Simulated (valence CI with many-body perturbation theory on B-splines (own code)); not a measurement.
**Level structure of Hf²³⁺**

Method: configuration interaction combined with many-body perturbation theory (CI+MBPT): three valence electrons over a frozen Dirac-Fock core [Kr] 4d10, a basis of 8 s, 8 p, 9 d, 9 f, 6 g, 3 h, 2 i functions for each j, with the one-electron correlation potential Σ1 (screened to all orders), the two-electron term Σ2, the three-electron term Σ3, Breit, model QED; selected single and double excitations, second order for the rest (own B-spline code, finite nucleus).

No measured spectrum was set against this ion. As an estimate, terms of the open shell hold to a few per cent of their energy, and close levels can change places. Core correlation moves these levels by up to 45000 cm⁻¹, and in measured spectra 5 to 20 % of such shifts remained as error; rates that hang on mixing are uncertain with them.

Levels 46 to 64 of 64, with energies above the lowest level, (4f5/2^3) J=9/2. "Leading %" is the weight of the configuration and term that name the level; weights of strongly mixed levels are sums over their largest components and can fall short. In the jj column 3d3/2^4 stands for four electrons in 3d with j = 3/2. Lifetimes count E1, E2, E3, M1 and M2 decay at the calculated energies, and are blank where another channel may lead or the interval is too uncertain; long ones can be off by a factor of two.

| No. | Configuration | Term | J | E (cm⁻¹) | Leading % | g | Lifetime | Leading jj |
| --- | --- | --- | --- | --- | --- | --- | --- | --- |
| 46 | 4f2 5s | 4H | 11/2 | 722580 | 89 | 1.126 | 4.26 μs | 4f5/2 4f7/2 5s (96 %) |
| 47 | 4f2 5s | 2H | 9/2 | 726660 | 52 | 0.957 | 2.10 μs | 4f5/2 4f7/2 5s (90 %) |
| 48 | 4f2 5s | 4F | 7/2 | 732600 | 88 | 1.191 | 1.40 μs | 4f5/2 4f7/2 5s (98 %) |
| 49 | 4f2 5s | 4F | 9/2 | 734930 | 51 | 1.186 | 1.84 μs | 4f5/2 4f7/2 5s (97 %) |
| 50 | 4f2 5s | 4H | 13/2 | 738210 | 96 | 1.223 | 4.57 μs | 4f7/2^2 5s (69 %) |
| 51 | 4f2 5s | 2F | 5/2 | 739580 | 70 | 0.914 | 1.28 μs | 4f5/2 4f7/2 5s (88 %) |
| 52 | 4f2 5s | 2G | 7/2 | 739880 | 51 | 0.989 | 1.55 μs | 4f5/2 4f7/2 5s (94 %) |
| 53 | 4f2 5s | 2H | 11/2 | 748310 | 84 | 1.082 | 1.28 μs | 4f7/2^2 5s (60 %) |
| 54 | 4f2 5s | 2G | 9/2 | 758470 | 52 | 1.201 | 1.69 μs | 4f7/2^2 5s (97 %) |
| 55 | 4f2 5s | 2F | 7/2 | 764210 | 60 | 1.062 | 1.20 μs | 4f7/2^2 5s (97 %) |
| 56 | 4f2 5s | 2D | 5/2 | 764490 | 50 | 1.310 | 766 ns | 4f5/2 4f7/2 5s (81 %) |
| 57 | 4f2 5s | 2D | 3/2 | 766160 | 63 | 0.973 | 815 ns | 4f5/2 4f7/2 5s (69 %) |
| 58 | 4f2 5s | 4P | 1/2 | 767540 | 88 | 2.510 | 798 ns | 4f5/2^2 5s (71 %) |
| 59 | 4f2 5s | 4P | 3/2 | 776540 | 81 | 1.616 | 560 ns | 4f5/2 4f7/2 5s (93 %) |
| 60 | 4f2 5s | 2I | 13/2 | 780450 | 96 | 1.081 | 754 ns | 4f5/2 4f7/2 5s (69 %) |
| 61 | 4f2 5s | 2I | 11/2 | 780940 | 93 | 0.932 | 689 ns | 4f5/2 4f7/2 5s (64 %) |
| 62 | 4f2 5s | 2P | 1/2 | 784970 | 91 | 0.831 | 275 ns | 4f5/2 4f7/2 5s (88 %) |
| 63 | 4f2 5s | 4P | 5/2 | 791360 | 62 | 1.438 | 532 ns | 4f7/2^2 5s (92 %) |
| 64 | 4f2 5s | 2P | 3/2 | 799150 | 75 | 1.229 | 289 ns | 4f7/2^2 5s (78 %) |
